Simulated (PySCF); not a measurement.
# From a computed spectrum to the compound

A species of 5 atoms with charge 3 has these harmonic modes (PBE0, small Gaussian bases with core potentials, PySCF 2.14.0):

| cm⁻¹ | km/mol | symmetry |
| --- | --- | --- |
| 254 | 61.2 | b2 |
| 275 | 68.0 | b1 |
| 435 | 24.6 | a1 |
| 1172 | 19.7 | b2 |
| 1245 | 5.5 | b1 |
| 1437 | 294.3 | a1 |
| 1551 | 283.7 | a1 |
| 3009 | 100.6 | a1 |
| 3162 | 98.0 | b2 |

Question: Which species is it, and in which structure?

Answer: [Gd(H2CO)]3+ (singlet in the valence; each metal's 4f electrons, 7 of them, lie in its core potential, out of spins and levels):
```xyz
5

Gd    0.0000    0.0000   -0.4346
O     0.0000    0.0000    1.6583
C     0.0000    0.0000    2.9262
H     0.9718    0.0000    3.4700
H    -0.9718    0.0000    3.4700
```
Ideal gas at 298.15 K and 1 bar: S = 298.6 J/(mol K), Cp = 56.0 J/(mol K), H − H(0 K) = 13.2 kJ/mol (rigid rotor, harmonic modes, spin degeneracy alone, that of the 4f electrons in the core included). An lcecp potential fixes the number of 4f electrons, so in runs with it no electron can move into or out of that shell.
 Other answers can fit too; this one was computed.
